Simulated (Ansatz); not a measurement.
Caution, from a PySCF single point (PBE0-D3(BJ)/def2-TZVPD) at this geometry: the highest occupied level lies above zero, so the state may not be bound. This triplet is an excited state, 1.15 eV above the relaxed singlet at the level B3LYP/aug-cc-pVTZ // PBE0-D3(BJ)/def2-TZVPD (Ansatz, a quantum-chemistry and plane-wave program).

Species: C₂H₅AlN, SMILES `C=[CH][Al-][NH2]` (excited triplet) (charge -1, multiplicity 3).

Task: Give a relaxed geometry from PBE0-D3(BJ)/def2-TZVPD run with Ansatz.

Result: This is not unique; one that fits is the end point of this relaxation, one of several conformers (outside a Z-matrix the atoms follow the SMILES, hydrogens last).
Cartesian coordinates (Å) in one orientation:
```xyz
9

C     -1.716    -0.074     0.262
C     -0.935     0.664    -0.566
Al     1.005     0.650    -0.761
N      2.026    -0.496     0.285
H     -2.803     0.015     0.285
H     -1.288    -0.801     0.950
H     -1.477     1.361    -1.216
H      2.523    -1.240    -0.187
H      2.665    -0.078     0.949
```
